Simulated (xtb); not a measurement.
BF₃, charge -1, doublet, geometry from GFN2-xTB (a state made from the parent by changing its charge; the spin is typed, not shown lowest); GFN2-xTB run with xtb.

xtb was given this input:
```
$ xtb coord --gfn 2 --chrg -1 --uhf 1 --json

# file coord
$coord
     -0.0314821569       0.4169919933       0.7679887978  b
     -2.2226285746      -1.1697312493       0.3596250104  f
      0.0818694364       2.1483114476      -1.3474919088  f
      2.1582492338      -1.2102424232       0.5612064614  f
$end
```

The log (banner, timings and long lists left out):

```
   ID    Z sym.   atoms
    1    5 b      1
    2    9 f      2-4

           -------------------------------------------------
          |                Calculation Setup                |
           -------------------------------------------------

           -------------------------------------------------
          |                 G F N 2 - x T B                 |
           -------------------------------------------------

          ...................................................
          :                      SETUP                      :
          :.................................................:
          :  # basis functions                  16          :
          :  # atomic orbitals                  16          :
          :  # shells                            8          :
          :  # electrons                        25          :
          :  max. iterations                   250          :
          :  Hamiltonian                  GFN2-xTB          :
          :  restarted?                      false          :
          :  GBSA solvation                  false          :
          :  PC potential                    false          :
          :  electronic temp.          300.0000000     K    :
          :  accuracy                    1.0000000          :
          :  -> integral cutoff          0.2500000E+02      :
          :  -> integral neglect         0.1000000E-07      :
          :  -> SCF convergence          0.1000000E-05 Eh   :
          :  -> wf. convergence          0.1000000E-03 e    :
          :  Broyden damping             0.4000000          :
          :  net charge                         -1          :
          :  unpaired electrons                  1          :
          ...................................................

 iter      E             dE          RMSdq      gap      omega  full diag
   1    -15.6161599 -0.156162E+02  0.987E+00   11.70       0.0  T
   2    -15.7173490 -0.101189E+00  0.562E+00   11.97       1.0  T
   3    -15.7219395 -0.459052E-02  0.184E+00   12.29       1.0  T
   4    -15.7224572 -0.517707E-03  0.369E-01   12.49       1.0  T
   5    -15.7213006  0.115661E-02  0.502E-01   12.39       1.0  T
   6    -15.7225714 -0.127084E-02  0.116E-01   12.44       1.0  T
   7    -15.7226466 -0.751656E-04  0.325E-02   12.45       1.5  T
   8    -15.7226514 -0.479048E-05  0.336E-03   12.46      14.9  T
   9    -15.7226514 -0.355272E-07  0.595E-04   12.46      84.1  T
[...]
         :: total energy             -15.708244059677 Eh    ::
[...]
        13        1.0000           -0.0220441              -0.5999 (HOMO)
        14                          0.4357069              11.8562 (LUMO)
        15                          0.4357069              11.8562
        16                          0.5479668              14.9109
      -------------------------------------------------------------
                  HL-Gap            0.4577510 Eh           12.4560 eV
             Fermi-level            0.0427730 Eh            1.1639 eV

     #   Z          covCN         q      C6AA      α(0)
     1   5 b        2.151     0.414    29.758    11.295
     2   9 f        0.717    -0.471    14.465     4.491
     3   9 f        0.717    -0.471    14.465     4.491
     4   9 f        0.717    -0.471    14.465     4.491

 Mol. C6AA /au·bohr⁶  :        271.719093
 Mol. C8AA /au·bohr⁸  :       6332.055810
 Mol. α(0) /au        :         24.768107

Wiberg/Mayer (AO) data.
largest (>0.10) Wiberg bond orders for each atom

 ---------------------------------------------------------------------------
     #   Z sym  total        # sym  WBO       # sym  WBO       # sym  WBO
 ---------------------------------------------------------------------------
     1   5 b    2.421 --     2 f    0.807     3 f    0.807     4 f    0.807
     2   9 f    0.854 --     1 b    0.807
     3   9 f    0.854 --     1 b    0.807
     4   9 f    0.854 --     1 b    0.807
 ---------------------------------------------------------------------------

Topologies differ in total number of bonds
Writing topology from bond orders to xtbtopo.mol

molecular dipole:
                 x           y           z       tot (Debye)
 q only:       -0.021       0.282       0.519
   full:       -0.012       0.156       0.287       0.829
molecular quadrupole (traceless):
                xx          xy          yy          xz          yz          zz
 q only:       -2.397      -0.124      -0.765      -0.228       3.023       3.162
  q+dip:       -2.510      -0.130      -0.801      -0.239       3.165       3.310
   full:       -2.355      -0.122      -0.751      -0.224       2.970       3.107

           -------------------------------------------------
          | TOTAL ENERGY              -15.708244059677 Eh   |
          | GRADIENT NORM               0.000001742951 Eh/α |
          | HOMO-LUMO GAP              12.456038125065 eV   |
           -------------------------------------------------

normal termination of xtb
```
